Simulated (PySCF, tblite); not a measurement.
Isomers of C5H7O3S (doublet state), one GFN2-xTB conformer each. Single-point energies are computed at B3LYP/pcH-1 (PySCF, gas phase, no added dispersion term), electronic only. GFN2-xTB treats the open shell by occupation alone, and not every SCF solution was tested for stability.

| SMILES | GFN2-xTB relative energy (kJ/mol) |
| --- | --- |
| C[C@@H]1C[C]=C1S(=O)(=O)O | 13.3 |
| O=S(=O)(O)[C]1[C@H]2C[C@@H]1C2 | 0.0 |

Conformers: `[CH3:1][C@@H:2]1[CH2:3][C:4]=[C:5]1[S:6](=[O:7])(=[O:8])[OH:9]` (doublet state) with C4–C5–S6–O7 -166°, C5–S6–O9–H -105°; `[O:1]=[S:2](=[O:3])([OH:4])[C:5]1[C@H:6]2[CH2:7][C@@H:8]1[CH2:9]2` (doublet state) with O1–S2–O4–H -15°, O1–S2–C5–C6 -118°.

Problem. What does B3LYP/pcH-1 give for the same structures?

Solution. 
| SMILES | B3LYP/pcH-1 E (Eh) | B3LYP/pcH-1 (kJ/mol) | GFN2-xTB (kJ/mol) | point group |
| --- | --- | --- | --- | --- |
| C[C@@H]1C[C]=C1S(=O)(=O)O | -818.42146 | 0.0 | 13.3 | C1 |
| O=S(=O)(O)[C]1[C@H]2C[C@@H]1C2 | -818.40117 | 53.3 | 0.0 | – |

GFN2-xTB puts O=S(=O)(O)[C]1[C@H]2C[C@@H]1C2 lowest instead. 

Problem. What happens when harmonic zero-point energies from GFN2-xTB frequencies are added?

Solution. 
```csv
SMILES,ZPE (kJ/mol),electronic (kJ/mol),with ZPE (kJ/mol)
C[C@@H]1C[C]=C1S(=O)(=O)O,297.6,0.0,0.0
O=S(=O)(O)[C]1[C@H]2C[C@@H]1C2,302.7,53.3,58.3
```

The zero-point energies span 5.1 kJ/mol. The order is unchanged.
